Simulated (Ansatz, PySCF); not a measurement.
Energy difference 3 R1 + R2 → 3 P1 + P2, each structure at its B3LYP-D3(BJ)/def2-TZVP stationary point, reached from a drawn start (curvature not checked).
P1, H2 (SMILES [H][H]) (charge 0, multiplicity 1, Z-matrix in Å and degrees):
```
H
H 1 0.7440
```
R1, HCl (SMILES Cl) (charge 0, multiplicity 1):
```xyz
2

Cl     0.000     0.000     0.641
H      0.000     0.000    -0.641
```
R2, SiH4 (SMILES [SiH4]) (charge 0, multiplicity 1):
```json
[
 {"atom": "Si", "x (Å)": "0.0000", "y (Å)": "0.0000", "z (Å)": "0.0000"},
 {"atom": "H", "x (Å)": "0.8547", "y (Å)": "0.8547", "z (Å)": "0.8547"},
 {"atom": "H", "x (Å)": "-0.8547", "y (Å)": "-0.8547", "z (Å)": "0.8547"},
 {"atom": "H", "x (Å)": "-0.8547", "y (Å)": "0.8547", "z (Å)": "-0.8547"},
 {"atom": "H", "x (Å)": "0.8547", "y (Å)": "-0.8547", "z (Å)": "-0.8547"}
]
```
P2, Cl3HSi (SMILES Cl[SiH](Cl)Cl) (charge 0, multiplicity 1):
```xyz
5

Si     0.0068    -0.0043     0.1140
Cl    -1.3035    -1.4254    -0.5406
Cl    -0.6474     1.8423    -0.4579
Cl     1.8501    -0.3541    -0.6891
H      0.0940    -0.0587     1.5737
```

P less R. No zero-point or thermal terms.

Cores are frozen in the correlated methods. CBS: X⁻³ extrapolation of the correlation energy, Hartree–Fock from the larger set.

Run with Ansatz (a quantum-chemistry and plane-wave program); PySCF for the D3/D4 terms. No computed number here is a measurement.

PBE/def2-TZVPP gives -51.79 kcal/mol for the reaction energy.

### Question
Where do these levels fall relative to PBE: PBE-D3(BJ)/def2-TZVPP, r2SCAN/def2-TZVPP, PBE0/def2-TZVPP, wB97M-V/def2-TZVPP, B2PLYP/def2-TZVPP, MP2/CBS(cc-pV(T+d)Z, cc-pV(Q+d)Z), CCSD(T)/CBS(cc-pV(T+d)Z, cc-pV(Q+d)Z).

### Answer
PBE-D3(BJ)/def2-TZVPP -2.43; r2SCAN/def2-TZVPP -5.31; PBE0/def2-TZVPP 0.94; wB97M-V/def2-TZVPP -3.10; B2PLYP/def2-TZVPP -0.02; MP2/CBS(cc-pV(T+d)Z, cc-pV(Q+d)Z) -10.03; CCSD(T)/CBS(cc-pV(T+d)Z, cc-pV(Q+d)Z) -3.81 kcal/mol. 1 of 7 lie above PBE; the widest gap is to MP2/CBS(cc-pV(T+d)Z, cc-pV(Q+d)Z).
